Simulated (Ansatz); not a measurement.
A structure relaxed at PBE0-D4/def2-SVP in Ansatz, charge 0, singlet:

```xyz
31

Ge    0.730    0.023   -0.224
C     1.850    1.078    0.960
C     2.969    0.605    1.518
H     1.546    2.112    1.165
H     3.308   -0.423    1.339
H     3.599    1.217    2.173
C     1.221   -1.858   -0.050
C     1.940   -2.513   -0.966
H     0.878   -2.402    0.840
H     2.304   -2.017   -1.874
H     2.199   -3.574   -0.859
C     0.970    0.562   -2.072
C     1.954    1.380   -2.459
H     0.296    0.153   -2.837
H     2.663    1.808   -1.740
H     2.099    1.660   -3.509
N    -1.015    0.335    0.268
C    -1.376    0.218    1.666
C    -2.006    1.484    2.234
C    -2.089    0.176   -0.687
C    -2.481   -1.269   -0.983
H    -0.470   -0.015    2.252
H    -2.059   -0.640    1.835
H    -1.307    2.331    2.155
H    -2.923    1.757    1.689
H    -2.277    1.352    3.294
H    -2.975    0.730   -0.326
H    -1.807    0.677   -1.629
H    -1.637   -1.825   -1.423
H    -2.781   -1.800   -0.065
H    -3.326   -1.319   -1.688
```

(1) Give its formula, name or SMILES.

(2) Summarise the bond lengths by kind (pairs closer than 1.2 times the sum of covalent radii, bridged metal pairs left out).

Results:

(1) Ge(vinyl)3(NEt2) (C10H19GeN).

(2) 5 × C–C 1.34 to 1.53 Å; 3 × C–Ge 1.94 to 1.95 Å; 2 × C–N 1.45 Å; 1 × Ge–N 1.84 Å; 19 × C–H 1.10 to 1.11 Å.
